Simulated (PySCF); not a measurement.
**The second ionisation energy along group 12**

Calculated with PySCF 2.14 from differences of total energies of unrestricted determinants, without spin-orbit coupling. Values in eV. The last column holds reference values (NIST; (s) semi-empirical, (t) theoretical, else measured). Unmarked ones compare directly (S terms, centres of terms, or small fine structure); those marked * lie between the lowest fine-structure levels and include a spin-orbit shift.

| element | configurations | UHF | PBE0 | r2SCAN | SCS-MP2 (valence) | MP2 (valence and next inner shell) | CCSD (valence) | reference |
| --- | --- | --- | --- | --- | --- | --- | --- | --- |
| Zn (def2-QZVPPD, non-relativistic) | [Ar] 3d10 4s1 → [Ar] 3d10 | 16.570 | 17.992 | 18.180 | 17.401 | 17.645 | 17.464 | 17.964 |
| Cd (def2-QZVPPD with the def2 core potential (28 electrons), ECP) | [Kr] 4d10 5s1 → [Kr] 4d10 | 15.585 | 17.103 | 17.258 | 16.635 | 16.976 | 16.640 | 16.908 |
| Hg (def2-QZVPPD with the def2 core potential (60 electrons), ECP) | [Xe] 4f14 5d10 6s1 → [Xe] 4f14 5d10 | 17.148 | 18.815 | 19.041 | 18.464 | 18.870 | 18.414 | 18.757 |

```tsv
method	elements	mean error (eV)	mean absolute error (eV)	largest error (eV)
UHF	3	-1.443	1.443	-1.609
PBE0	3	0.093	0.093	0.195
r2SCAN	3	0.283	0.283	0.350
SCS-MP2 (valence)	3	-0.376	0.376	-0.563
MP2 (valence and next inner shell)	3	-0.046	0.167	-0.319
CCSD (valence)	3	-0.371	0.371	-0.500
```

Errors include the incompleteness of the basis and the frozen core.

"Valence" correlates the outer s and p shells and, in groups 3 to 12 and the f block, the outer d or f shell, open or full, or the next shell where the ion has no valence electron left; the wider scheme adds the next inner shell.
